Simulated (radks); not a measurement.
Results of a calculation; reference values are marked as such.
Ionisation of neutral promethium, [Xe] 4f5 6s2, to [Xe] 4f5 6s1 as the strength of local exchange is varied. Code: a radial shooting solver on a logarithmic mesh with Libxc functionals. Model: scalar-relativistic Kohn-Sham, Slater X-alpha exchange (alpha = 2/3 is LDA exchange), no correlation, spin-polarised, spherical densities, point nucleus; open shells are filled with parallel spins first (spin-orbit coupling, left out, can overturn this in heavy ions).

| alpha | E(Pm) (hartree) | exchange (hartree) | IE (eV) | -e of the level emptied (eV) | <r> of it (bohr) |
|---|---|---|---|---|---|
| 0.667 | -10007.7964 | -215.7964 | 4.665 | 2.720 (6s) | 4.573 |
| 0.69 | -10015.2661 | -223.4136 | 4.752 | 2.812 (6s) | 4.543 |
| 0.746 | -10033.4778 | -242.0069 | 4.971 | 3.044 (6s) | 4.469 |
| 0.781 | -10044.8776 | -253.6614 | 5.112 | 3.193 (6s) | 4.424 |
| 0.836 | -10062.8189 | -272.0279 | 5.339 | 3.435 (6s) | 4.354 |
| 0.989 | -10112.9025 | -323.4562 | 6.003 | 4.150 (6s) | 4.169 |
| 1.027 | -10125.3810 | -336.3057 | 6.175 | 4.336 (6s) | 4.126 |
| 1.045 | -10131.2973 | -342.4029 | 6.257 | 4.425 (6s) | 4.106 |

NIST Atomic Spectra Database: 5.582 eV (measured). The Delta-SCF value meets it near alpha = 0.89. Open shells are spherical and high-spin; term and fine-structure splittings are not resolved. Spin-orbit splitting is averaged out at the scalar-relativistic level.
